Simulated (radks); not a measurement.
The selenium ion Se3+, 31 electrons, occupied as [Ar] 3d10 4s2 4p1. Method: Dirac Kohn-Sham, PBE, spin-unpolarised, spherical densities, finite nucleus; open shells are shared between the two j in proportion to 2j + 1; Fermi nuclear charge, rms radius 4.14 fm; computed with a radial shooting solver on a logarithmic mesh with Libxc functionals. Some entries of the table are withheld. Estimate them.

orbital,occ.,eigenvalue (hartree),<1/r> (bohr^-1),r(max) (bohr)
1s1/2,2,-460.7653,34.56,0.02880
2s1/2,2,(1),7.685,0.1645
2p1/2,2,(2),(3),0.1296
2p3/2,4,(4),(5),0.1327
3s1/2,2,-9.18250,2.500,0.5023
3p1/2,2,-7.10459,(6),0.4946
3p3/2,4,-6.88846,(7),0.5032
3d3/2,4,-3.30594,2.048,0.4509
3d5/2,6,-3.27285,2.033,0.4536
4s1/2,2,-1.81225,0.8091,1.448
4p1/2,0.333333,-1.35276,0.7023,1.622
4p3/2,0.666667,-1.33100,0.6911,1.647

Answer. 
(1) 2s1/2 eigenvalue (hartree): -60.38639
(2) 2p1/2 eigenvalue (hartree): -54.31347
(3) 2p1/2 <1/r> (bohr^-1): 7.651
(4) 2p3/2 eigenvalue (hartree): -52.77845
(5) 2p3/2 <1/r> (bohr^-1): 7.414
(6) 3p1/2 <1/r> (bohr^-1): 2.380
(7) 3p3/2 <1/r> (bohr^-1): 2.323
